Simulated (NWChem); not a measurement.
C4H7N; SMILES C#CCCN

```xyz
12

C      0.5909    -2.2185    -0.0740
C     -0.1410    -1.2513     0.0873
C     -0.9759    -0.0637     0.2576
C     -0.3718     1.1924    -0.3986
N      0.8751     1.5550     0.2620
H      1.2220    -3.0854    -0.2083
H     -1.1112     0.1360     1.3431
H     -1.9851    -0.2572    -0.1664
H     -0.2932     1.0001    -1.5001
H     -1.0978     2.0248    -0.2753
H      1.3002     2.3633    -0.2086
H      1.5465     0.7815     0.1533
```
Atoms are numbered in this order, from 1.

Level: PBE-D3(BJ)/def2-SVP (NWChem), optimised geometry, unscaled harmonic frequencies. 

Task: List the harmonic frequencies with IR intensities, and the thermochemistry.

Result: 
```json
[
 {"frequency (cm⁻¹)": "115", "IR intensity (km/mol)": "0.3"},
 {"frequency (cm⁻¹)": "187", "IR intensity (km/mol)": "6.5"},
 {"frequency (cm⁻¹)": "274", "IR intensity (km/mol)": "52.1"},
 {"frequency (cm⁻¹)": "344", "IR intensity (km/mol)": "4.4"},
 {"frequency (cm⁻¹)": "383", "IR intensity (km/mol)": "12.0"},
 {"frequency (cm⁻¹)": "543", "IR intensity (km/mol)": "8.0"},
 {"frequency (cm⁻¹)": "636", "IR intensity (km/mol)": "37.7"},
 {"frequency (cm⁻¹)": "651", "IR intensity (km/mol)": "37.3"},
 {"frequency (cm⁻¹)": "816", "IR intensity (km/mol)": "113.6"},
 {"frequency (cm⁻¹)": "818", "IR intensity (km/mol)": "2.0"},
 {"frequency (cm⁻¹)": "861", "IR intensity (km/mol)": "25.6"},
 {"frequency (cm⁻¹)": "975", "IR intensity (km/mol)": "0.9"},
 {"frequency (cm⁻¹)": "1034", "IR intensity (km/mol)": "11.8"},
 {"frequency (cm⁻¹)": "1104", "IR intensity (km/mol)": "4.6"},
 {"frequency (cm⁻¹)": "1133", "IR intensity (km/mol)": "1.2"},
 {"frequency (cm⁻¹)": "1181", "IR intensity (km/mol)": "1.9"},
 {"frequency (cm⁻¹)": "1289", "IR intensity (km/mol)": "2.2"},
 {"frequency (cm⁻¹)": "1294", "IR intensity (km/mol)": "8.6"},
 {"frequency (cm⁻¹)": "1368", "IR intensity (km/mol)": "14.6"},
 {"frequency (cm⁻¹)": "1374", "IR intensity (km/mol)": "8.5"},
 {"frequency (cm⁻¹)": "1442", "IR intensity (km/mol)": "3.6"},
 {"frequency (cm⁻¹)": "1578", "IR intensity (km/mol)": "27.6"},
 {"frequency (cm⁻¹)": "2163", "IR intensity (km/mol)": "6.8"},
 {"frequency (cm⁻¹)": "2868", "IR intensity (km/mol)": "90.3"},
 {"frequency (cm⁻¹)": "2967", "IR intensity (km/mol)": "7.7"},
 {"frequency (cm⁻¹)": "2995", "IR intensity (km/mol)": "39.1"},
 {"frequency (cm⁻¹)": "3019", "IR intensity (km/mol)": "6.9"},
 {"frequency (cm⁻¹)": "3398", "IR intensity (km/mol)": "1.3"},
 {"frequency (cm⁻¹)": "3409", "IR intensity (km/mol)": "68.2"},
 {"frequency (cm⁻¹)": "3484", "IR intensity (km/mol)": "1.5"}
]
```

```json
{
 "zero_point_energy": "62.4 kcal/mol",
 "thermal correction to the enthalpy at 298.15 K (with zero-point energy)": "66.9 kcal/mol",
 "heat capacity Cv": "21.6 cal/(mol K)",
 "entropy at 298.15 K and 1 atm (symmetry number 1)": "75.8 cal/(mol K)",
 "dipole_moment": "1.20 D"
}
```

Rigid rotor and harmonic oscillator.
